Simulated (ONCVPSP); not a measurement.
Co: one change to an ONCV potential, before and after

Co (Z = 27), optimised norm-conserving Vanderbilt (ONCV), made with ONCVPSP 4.0.1 (revPBE, scalar-relativistic). Core [Ne], reference 3s2 3p6 3d7 4s0.5 (charge +1.5). Waves: 3s+4s: rc 1.30 bohr, ncon 4, nbas 8, qcut 11.7 1/bohr, 2 projectors; 3p: rc 0.95 bohr, ncon 3, nbas 8, qcut 16.6 1/bohr, 1 projector; 3d: rc 1.40 bohr, ncon 4, nbas 8, qcut 11.1 1/bohr, 2 projectors, debl 2.2 Ha. Local part: polynomial inside 0.80 bohr (lpopt 5, dvloc0 2 Ha). Core correction: Teter function, fcfact 6, rcfact 1.7.

All-electron outer shells of the reference configuration (revPBE, scalar-relativistic, ld1.x):

| shell | level (eV) | outermost node (bohr) | outermost maximum (bohr) |
| --- | --- | --- | --- |
| 2p | -783.40 | – | 0.17 |
| 3s | -116.18 | 0.31 | 0.67 |
| 3p | -79.38 | 0.28 | 0.68 |
| 3d | -21.75 | – | 0.67 |
| 4s | -16.58 | 0.95 | 2.15 |

Change: s: ncon 5, nbas 9.

Cutoffs: the cutoffs (Ha) at which the residual kinetic energy of the hardest occupied pseudo-wave falls to 1 and 0.1 mHa per electron; they do not see the model core or the augmentation charge, which bear on the density cutoff. Errors are all-electron minus pseudo energies relative to the spin-unpolarised reference configuration.

Question: What does the change do?

Answer: The potential gets neither clearly harder nor softer (73 Ha and 92 Ha → 73 Ha and 92 Ha); the p channel sets the loose cutoff, while the largest relative change is in s, which becomes harder; the errors of the 4 common tests hardly move; neither file shows a bound ghost.

| quantity | base | changed |
| --- | --- | --- |
| cutoff, loose | 73 Ha | 73 Ha |
| cutoff, tight | 92 Ha | 92 Ha |
| loose cutoff by channel | s 39 Ha, p 73 Ha, d 50 Ha | s 45 Ha, p 73 Ha, d 50 Ha |
| bound ghosts | none | none |
| GHOST(+) flags under 300 eV | none | none |
| error for 3s2 3p6 3d7 4s2, meV [ΔE -16.23 eV] | +4.2 | +4.3 |
| error for 3s2 3p6 3d7 4s1, meV [ΔE -7.29 eV] | +1.0 | +1.0 |
| error for 3s2 3p6 3d7 4s0, meV [ΔE 9.33 eV] | -0.3 | -0.3 |
| error for 3s2 3p6 3d7.5 4s1.5, meV [ΔE -17.19 eV] | +1.0 | +1.0 |
| s: phases at 1.32 bohr within 0.05 rad from the reference energy up to (Ha; the scan ends near 5) | to the end of the scan | to the end of the scan |
| p: phases at 0.96 bohr within 0.05 rad from the reference energy up to (Ha; the scan ends near 5) | to the end of the scan | to the end of the scan |
| d: phases at 1.42 bohr within 0.05 rad from the reference energy up to (Ha; the scan ends near 5) | to the end of the scan | to the end of the scan |
| rms error of d²Exc/dni dnj with the model core, mHa | 3.53 | 3.28 |
